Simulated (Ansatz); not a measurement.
A geometry relaxed with B3LYP-D3(BJ)/def2-TZVP (Ansatz, a program for electronic structure), charge 0, multiplicity 2:

```xyz
3

H     -1.5314    -0.3101     0.0000
H      1.5372    -0.2815     0.0000
In    -0.0059     0.5916     0.0000
```

**Question.** Write the SMILES of this molecule.

**Answer.** `[InH2]`
